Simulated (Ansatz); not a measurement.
C2H2ClFGaN (`F[C]1=C[NH][Ga]1[Cl]`). Charge 0, multiplicity 1. Geometry: relaxed with PBE0-D4/def2-TZVP.

```xyz
8

F    -1.812   -0.438    1.630
C    -0.836   -0.135    0.780
C    -0.587   -0.707   -0.415
N     0.679   -0.341   -0.937
Ga    0.843    0.824    0.580
Cl    2.278    2.251    1.192
H    -1.221   -1.426   -0.930
H     0.656   -0.028   -1.900
```

What is the dipole moment at PBE/def2-TZVPP? (An estimate is asked.)

The calculation gave: 1.43 D, with components (-0.14, 0.16, -1.41) D in this frame, pointing from negative to positive charge.

And with r2SCAN, B3LYP, ωB97M-V? (Estimate.)

Computed: r2SCAN 1.49 D, B3LYP 1.47 D, ωB97M-V 1.45 D.

Give the Mulliken charges with PBE, B3LYP, ωB97M-V in def2-TZVPP. (Estimate.)

Computed: 
```json
{"atom": "F1", "PBE": "-0.15", "B3LYP": "-0.20", "ωB97M-V": "-0.19"}
{"atom": "C2", "PBE": "-0.02", "B3LYP": "-0.01", "ωB97M-V": "-0.07"}
{"atom": "C3", "PBE": "0.01", "B3LYP": "0.02", "ωB97M-V": "0.04"}
{"atom": "N4", "PBE": "-0.30", "B3LYP": "-0.35", "ωB97M-V": "-0.36"}
{"atom": "Ga5", "PBE": "0.44", "B3LYP": "0.53", "ωB97M-V": "0.55"}
{"atom": "Cl6", "PBE": "-0.22", "B3LYP": "-0.23", "ωB97M-V": "-0.21"}
{"atom": "H7", "PBE": "0.10", "B3LYP": "0.12", "ωB97M-V": "0.12"}
{"atom": "H8", "PBE": "0.14", "B3LYP": "0.13", "ωB97M-V": "0.11"}
```

B3LYP here is the variant with VWN-RPA as its local correlation; programs differ in this.
